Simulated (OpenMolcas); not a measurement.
Ir3+ (d6) among equal point charges was computed by CASSCF with the d shell active (OpenMolcas, ANO-RCC-VDZP on the metal). Its lowest spin-free states, and all those of the highest spin:

```tsv
2S+1	Degeneracy	E (cm-1)
5	2	0.0
5	1	242.3
5	1	9309
5	1	9868
3	2	11442
3	1	11609
1	1	12676
3	1	14610
3	2	14993
3	1	18601
3	2	18641
1	2	19385
```

Question: Is the site octahedral, tetrahedral or cube-like, axial, or of lower symmetry?

Answer: The states with 2S+1 = 5 have orbital degeneracies 2, 1, 1, 1. There are pairs but no triples, so the site is axial: not cubic, but with a proper or improper axis of order three or more. The run had Ir3+ among 6 point charges of -1.7 e arranged as a tetragonal octahedron (D4h), 2.08 Å from the ion, with the axial distance 2.101 Å.

An orbital doublet at a regular site is open to a Jahn-Teller distortion, which this geometry leaves out. Without dynamic correlation the repulsion within the d shell is too large (B by tens of per cent), so at a given field states of lower spin stand too high. This shell can be high or low spin here, a state of another spin lies low, and with metal d orbitals alone active their balance is uncertain, so the ground spin may be wrong. Point charges give a weaker field than real ligands, and real ions of this kind are as a rule low spin; the high spin found here belongs to the model. Point charges carry no covalency, so the field is a model and not that of real ligands. No measured value stands beside these numbers.
